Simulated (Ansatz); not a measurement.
`Sc1ccc(-c2ccc(-c3ccc(S)cc3)cc2)cc1`. Charge 0, multiplicity 1. Geometry PBE-D4/def2-SVP.

```xyz
34

S     4.783   -5.284   -2.459
C     3.691   -4.036   -1.830
C     2.446   -3.864   -2.473
C     1.548   -2.893   -2.024
C     1.846   -2.060   -0.921
C     0.890   -1.032   -0.450
C     0.044   -0.346   -1.352
C    -0.855    0.627   -0.908
C    -0.956    0.965    0.461
C    -1.906    1.999    0.932
C    -2.221    3.124    0.136
C    -3.114    4.106    0.575
C    -3.732    3.995    1.837
S    -4.875    5.193    2.475
C    -3.430    2.877    2.644
C    -2.533    1.904    2.195
C    -0.112    0.278    1.363
C     0.788   -0.695    0.919
C     3.095   -2.246   -0.288
C     4.005   -3.212   -0.730
H     5.783   -5.081   -1.557
H     2.177   -4.504   -3.327
H     0.573   -2.798   -2.526
H     0.106   -0.569   -2.428
H    -1.511    1.125   -1.638
H    -1.733    3.249   -0.842
H    -3.324    4.975   -0.068
H    -4.847    6.020    1.394
H    -3.909    2.765    3.628
H    -2.336    1.029    2.832
H    -0.148    0.526    2.435
H     1.416   -1.220    1.654
H     3.377   -1.599    0.556
H     4.974   -3.319   -0.219
```

B3LYP takes the VWN-RPA correlation. Single mean-field runs in def2-TZVP are fitted with def2-universal-jkfit.

(1) Estimate the orbital energies around the gap (eV) in Ansatz with PBE-D4/def2-SVP, revPBE-D4/def2-TZVP, r2SCAN-D4/def2-TZVP, B3LYP-D4/6-31G, B3LYP-D4/def2-TZVP.

## Answers

(1) 
```csv
orbital,PBE-D4/def2-SVP,revPBE-D4/def2-TZVP,r2SCAN-D4/def2-TZVP,B3LYP-D4/6-31G,B3LYP-D4/def2-TZVP
HOMO−5,-6.43,-6.44,-6.72,-7.13,-7.30
HOMO−4,-6.42,-6.43,-6.71,-7.11,-7.29
HOMO−3,-6.30,-6.30,-6.59,-7.05,-7.19
HOMO−2,-6.25,-6.28,-6.58,-6.98,-7.16
HOMO−1,-5.34,-5.40,-5.65,-6.10,-6.23
HOMO,-4.91,-4.94,-5.15,-5.52,-5.66
LUMO,-2.05,-2.10,-2.09,-1.22,-1.60
LUMO+1,-1.38,-1.45,-1.40,-0.37,-0.86
LUMO+2,-1.28,-1.34,-1.29,-0.27,-0.73
LUMO+3,-1.10,-1.18,-1.10,-0.13,-0.57
LUMO+4,-1.09,-1.14,-1.08,-0.09,-0.52
LUMO+5,-0.48,-0.78,-0.56,0.49,-0.15
```
